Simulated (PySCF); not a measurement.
## Stretching TiCl⁺

Set-up: basis Ti def2-TZVPPD, Cl def2-TZVPPD; no relativity; PySCF 2.14. Energies in eV from Ti⁺ (3d2 4s1) + Cl in their ground configurations at the same level. State: triplet, unpaired electrons π ↑, δ ↑.

```json
{"R (Å)": "1.966", "UHF-CCSD(T)": "-3.331"}
{"R (Å)": "2.119", "UHF-CCSD(T)": "-3.911"}
{"R (Å)": "2.184", "UHF-CCSD(T)": "-3.971"}
{"R (Å)": "2.249", "UHF-CCSD(T)": "-3.953"}
{"R (Å)": "2.337", "UHF-CCSD(T)": "-3.838"}
{"R (Å)": "2.446", "UHF-CCSD(T)": "-3.593"}
{"R (Å)": "2.577", "UHF-CCSD(T)": "-3.209"}
```

Q: Put a parabola through the three lowest points of the UHF-CCSD(T) curve and estimate Re, k and ωe (reduced mass 20.22 u; 1 eV/Å² = 0.16022 mdyn/Å; ωe = 1302.8·√(k/μ) cm⁻¹).

A: Through R = 2.119, 2.184, 2.249 Å the second-order coefficient is 9.23 eV/Å², so Re ≈ 2.202 Å, k ≈ 2.96 mdyn/Å and ωe ≈ 498 cm⁻¹. A polynomial fit of higher order to the unrounded UHF-CCSD(T) energies gives Re = 2.199 Å, k = 2.73 mdyn/Å, ωe = 478 cm⁻¹; anharmonicity and rounding make the difference.

The higher-order fit for each curve: UHF-CCSD(T): Re = 2.199 Å, ωe = 478 cm⁻¹, De = 3.97 eV.

Correlated steps freeze 10 core orbitals. For an ion De counts to the pair picked by the measured ionisation energies or electron affinities, which need not be the lowest pair at this level. With d or f electrons several states lie close, and the lowest PBE0 determinant need not be the measured ground state.
